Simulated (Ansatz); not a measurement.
Basis-set extrapolation for C2H7ClSi2, SMILES `C[Si@H]1[SiH2][C@H]1Cl` (PBE0-D4/def2-TZVP geometry, frozen core, Ansatz 0.2.0). Multiplicity 1, RHF reference.

|  | def2-TZVPP | def2-QZVPP |
| --- | --- | --- |
| HF | -1117.178610 | -1117.212632 |
| MP2 correlation | -0.782610 | -0.841829 |
| CCSD(T) correlation | -0.886326 | not run |

Energies in hartree. Use E(X) = E(∞) + A·exp(−7.88·√X) for Hartree–Fock and E(X) = E(∞) + B·X^(−2.97) for correlation, with X = 3 and 4, and add CCSD(T) minus MP2 of the smaller set to the MP2 limit.

**Question.** What is the CCSD(T) energy at the basis-set limit?

**Answer.** HF limit: -1117.212632 + (-0.034022) × 0.13774 = -1117.21732. MP2 limit: -0.841829 + (-0.059219) × 0.74074 = -0.88569. Higher-order term: -0.886326 − (-0.782610) = -0.10372. Total: -1118.20673 hartree, 372.3 kJ/mol below CCSD(T)/def2-TZVPP.
